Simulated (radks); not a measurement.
Values are calculated unless marked as measured or tabulated.
Os LVI, configuration [Ar] 3d3.

Code: a radial shooting solver on a logarithmic mesh with Libxc functionals. Model: scalar-relativistic Kohn-Sham, exchange-only LDA, spin-polarised, spherical densities, point nucleus; open shells are filled with parallel spins first (spin-orbit coupling, left out, can overturn this in heavy ions).

Energy parts (eV):
part                  energy
total             -390037.57
kinetic            439894.33
electron-nucleus  -875888.35
Hartree             51075.79
exchange            -5119.34

Orbitals (lengths in bohr, moments of r in powers of bohr):
| orbital | occ. | eigenvalue (eV) | <r> |
|---|---|---|---|
| 1s up | 1 | -77588.43 | 0.01774 |
| 1s down | 1 | -77587.90 | 0.01774 |
| 2s up | 1 | -16545.10 | 0.07449 |
| 2s down | 1 | -16527.71 | 0.07444 |
| 2p up | 3 | -14902.48 | 0.06681 |
| 2p down | 3 | -14888.28 | 0.06675 |
| 3s up | 1 | -6260.662 | 0.1839 |
| 3s down | 1 | -6241.150 | 0.1842 |
| 3p up | 3 | -5775.781 | 0.1820 |
| 3p down | 3 | -5756.136 | 0.1823 |
| 3d up | 3 | -5316.411 | 0.1617 |
| 3d down | 0 | -5292.050 | 0.1620 |
| 4s up | 0 | -3227.095 | 0.3504 |
| 4s down | 0 | -3219.972 | 0.3510 |
| 4p up | 0 | -3033.843 | 0.3551 |
| 4p down | 0 | -3026.817 | 0.3558 |

The highest occupied level is 3d up at -5316.4 eV. Spin moment in Bohr magnetons: 3.
